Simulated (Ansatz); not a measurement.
The same molecule with X = Ti, Zr, Hf. Ansatz, PBE0-D4/def2-TZVP geometries, multiplicity 1. Each molecule was computed in one conformer, which needn't be the lowest.

Elements past krypton have def2 core potentials. Scalar relativity is left out up to krypton.

```json
{"X": "Ti", "molecule": "`[OH][Ti]([F])([F])[Br]`", "mean X–Br bond length / Å": "2.349", "mean X–F bond length / Å": "1.744", "mean X–O bond length / Å": "1.757", "HOMO–LUMO gap (B3LYP/def2-TZVPP) / eV": "5.47", "LUMO energy (ωB97M-V/def2-TZVPP) / eV": "-0.68", "HOMO–LUMO gap (PBE/def2-TZVPP) / eV": "3.80"}
{"X": "Hf", "molecule": "`[OH][Hf]([F])([F])[Br]`", "mean X–Br bond length / Å": "2.511", "mean X–F bond length / Å": "1.898", "mean X–O bond length / Å": "1.892", "HOMO–LUMO gap (B3LYP/def2-TZVPP) / eV": "7.57", "LUMO energy (ωB97M-V/def2-TZVPP) / eV": "0.65", "HOMO–LUMO gap (PBE/def2-TZVPP) / eV": "5.90"}
```

Question: Give the row for X = Zr, `[OH][Zr]([F])([F])[Br]`. (Best estimate.)

Answer: Ansatz gave: 
| X | molecule | mean X–Br bond length / Å | mean X–F bond length / Å | mean X–O bond length / Å | HOMO–LUMO gap (B3LYP/def2-TZVPP) / eV | LUMO energy (ωB97M-V/def2-TZVPP) / eV | HOMO–LUMO gap (PBE/def2-TZVPP) / eV |
| --- | --- | --- | --- | --- | --- | --- | --- |
| Zr | `[OH][Zr]([F])([F])[Br]` | 2.513 | 1.895 | 1.889 | 6.98 | 0.40 | 5.34 |

From Ti to Hf the mean X–Br bond length isn't monotonic: highest at Zr, lowest at Ti; the mean X–F bond length rises at each step, by 0.154 Å in all; the mean X–O bond length rises at each step, by 0.135 Å in all; the HOMO–LUMO gap (B3LYP/def2-TZVPP) rises at each step, by 2.10 eV in all; the LUMO energy (ωB97M-V/def2-TZVPP) rises at each step, by 1.33 eV in all; the HOMO–LUMO gap (PBE/def2-TZVPP) rises at each step, by 2.10 eV in all.

B3LYP here is the variant with VWN-RPA as its local correlation; programs differ in this.

Spin–orbit coupling is left out; it splits and shifts lone-pair levels of the heavy atoms by tenths of an eV.
